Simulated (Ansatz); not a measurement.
Ligand exchange: BH2Br + C5H10 → BH3 + C5H9Br

Species: BH2Br `BBr`, singlet; C5H10 `C1CCCC1`, singlet; BH3 (borane) `B`, singlet; C5H9Br (bromocyclopentane) `BrC1CCCC1`, singlet. The partners trade Br for H: B–Br and C–H bonds give way to B–H and C–Br.

Shapes, held fixed at every level: PBE0-D4/def2-TZVP. Flexible molecules stand in one conformer, not always the lowest. Programs: Ansatz 0.2.0. Electronic energies: no zero-point or thermal term.

| level | kind | ΔE (kJ/mol) | less CCSD(T)/def2-TZVPP |
| --- | --- | --- | --- |
| PBE-D4/def2-TZVPP | GGA | +137.2 | +7.0 |
| BHLYP-D4/def2-TZVPP | global hybrid | +130.1 | -0.1 |
| B2PLYP/def2-TZVPP | double hybrid | +134.0 | +3.8 |
| MP2/def2-SVP | perturbation theory | +142.0 | +11.8 |
| CCSD(T)/def2-SVP | coupled cluster or CI | +143.5 | +13.3 |
| CCSD/def2-TZVPP | coupled cluster or CI | +131.2 | +1.0 |
| CCSD(T)/def2-TZVPP | coupled cluster or CI | +130.2 | 0.0 |

The highest level, CCSD(T)/def2-TZVPP, gives ΔE = +130.2 kJ/mol; the levels span +130.1 to +143.5. The column of differences is taken from that level and isn't an error. No measured value is set beside it here. Relativity is left out for Br. Outer-core shells of Br are correlated, in sets that cover them unevenly.
